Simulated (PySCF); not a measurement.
**How the method changes the constants of RuN**

State: ²Σ⁺ (doublet), unpaired electrons σ ↑. Set-up: PySCF, spin-free X2C with a Gaussian nucleus, basis sets Ru x2c-TZVPPall, N x2c-TZVPPall. De refers to Ru (4d7 5s1) + N in their high-spin ground configurations, without counterpoise correction. The functionals are run spin-unrestricted. A positive dipole means Ru(−)N(+). Levels whose curve was spin-contaminated or gave no clean fit are not listed.

| Level | Re (Å) | ωe (cm⁻¹) | De (eV) | μ (D) |
| --- | --- | --- | --- | --- |
| UHF-CCSD | 1.547 | 1231 | 3.81 | n/a |
| PBE | 1.567 | 1181 | 5.90 | -1.85 |
| PW91 | 1.568 | 1180 | 5.90 | -1.87 |
| BP86 | 1.570 | 1176 | 5.92 | -1.84 |
| r²SCAN | 1.554 | 1214 | 4.62 | -1.91 |
| PBE0 | 1.540 | 1256 | 4.43 | -1.95 |
| M06 | 1.538 | 1252 | 4.82 | -1.60 |
| MN15 | 1.538 | 1269 | 4.87 | -1.89 |
| ωB97M-V | 1.538 | 1259 | 4.59 | -2.10 |

Correlated steps freeze 15 core orbitals. The metal atom is held in its measured ground configuration; semilocal functionals can put another filling of s and d lower by some tenths of an eV, and De to that atom would be smaller. Spin–orbit coupling is left out, which matters for elements this heavy, above all for dissociation energies. The state is the lowest single determinant that the PBE0 search found; with open d or f shells the true ground state can be another one.

The whole job (state search and all levels along the bond) took about 27 min on 2 threads of Arm Neoverse V2 (shared host), peak memory 5.9 GiB.
